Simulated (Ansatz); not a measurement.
Geometry optimisation, Ansatz 0.2.0, UHF/def2-SVP.

input.yaml

```yaml
crystal:
  periodic: [false, false, false]
  atoms:
    - { symbol: Ge, position_ang: [0.0, 0.0, 0.0] }
    - { symbol: H, position_ang: [0.0, 0.0, 1.8] }
    - { symbol: H, position_ang: [1.4616, 0.0, -0.5162] }
    - { symbol: H, position_ang: [-0.73, 1.2648, -0.5162] }
    - { symbol: H, position_ang: [-0.73, -1.2648, -0.5162] }
    - { symbol: F, position_ang: [0.0, 0.0, 3.02] }
magnetization:
  spin_polarized: true
  initial_magnetization: 1
basis:
  gaussian: { orbitals: def2-SVP }
hamiltonian:
  xc: hf
relax:
  f_tol: 0.15
  max_steps: 25
  restrain:
    - { distance: [1, 5], at: 2.12, k: 30.0 }
    - { distance: [0, 1], at: 1.55, k: 30.0 }
output:
  orbitals: {}
```

Launched with:

```bash
$ ansatz run input.yaml --threads 1 --pin off --max-ram 2048MiB --backend cpu --events-out ev --progress --plain --runs-dir out
```

Task: Where does it end, and by what steps?

Result: The forces met the threshold. The restraints hold the end off the free minimum. After 5 steps the energy has fallen by 0.438 eV (the restraints' own energy left out); F6 moved furthest, 0.58 Å.

```tsv
step	energy less start (eV)	largest force component (eV/Å)	accepted
0	0.0000	2.796	yes
1	-0.0851	1.748	yes
2	-0.3071	1.470	yes
3	-0.4312	0.251	yes
4	-0.4347	0.427	yes
5	-0.4377	0.424	yes
```

```xyz
6
Properties=species:S:1:pos:R:3
Ge 0.000 0.000 -0.071
H 0.000 0.000 1.473
H 1.447 0.000 -0.577
H -0.723 1.253 -0.578
H -0.723 -1.253 -0.578
F 0.000 0.000 3.601
```

Run time: 11 s on 1 thread of Arm Neoverse V2, with other jobs on the host, peak memory 0.15 GiB.
